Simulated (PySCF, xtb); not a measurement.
GeH₂I₂, SMILES [I][GeH2][I].

Harmonic wavenumbers (cm⁻¹) from GFN2-xTB run with xtb 6.7.1 at its own minimum, in rising order: 74, 251, 302, 419, 617, 679, 789, 1854, 1916.

Task: What does B3LYP-D3(BJ)/def2-SVP in PySCF 2.14.0 give at its own minimum? (The exact figures need the calculation; the answer reports its results.)

Result: 72, 227, 260, 440, 614, 723, 841, 2138, 2158. Paired by order, the mean absolute difference is 79 cm⁻¹ and the zero-point energies are 9.9 and 10.7 kcal/mol.
